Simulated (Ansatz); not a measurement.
Reaction (redistribution): `CS[SiH2][SeH]` + `F[SiH2][GeH3]` → `CS[SiH2][GeH3]` + `F[SiH2][SeH]`

Computed with Ansatz on PBE0-D4/def2-TZVP structures; ΔE is electronic, products minus reactants. CCSD(T)/CBS adds triple-zeta CCSD(T) − MP2 to the extrapolated MP2 energy (def2 sets, frozen cores). Functionals use def2-TZVPP. For Ge, Se outer-core shells are correlated without core-valence functions, which leaves a few kJ/mol of doubt a bond. Scalar relativity is left out up to krypton. Each species was taken in one conformer, which may not be the lowest.

```json
{"level": "PBE0-D4", "ΔE (eV)": "-0.10"}
{"level": "B2PLYP", "ΔE (eV)": "-0.10"}
{"level": "HF/def2-QZVPP", "ΔE (eV)": "-0.09"}
{"level": "CCSD/CBS(def2)", "ΔE (eV)": "-0.10"}
```

(1) What does CCSD(T)/CBS give? (Best estimate.)

Largest T1 diagnostic among the species: 0.012.

## Answers

(1) Computed: -0.11 eV. The listed levels differ from it by 0.01, 0.01, 0.02, 0.01 eV.
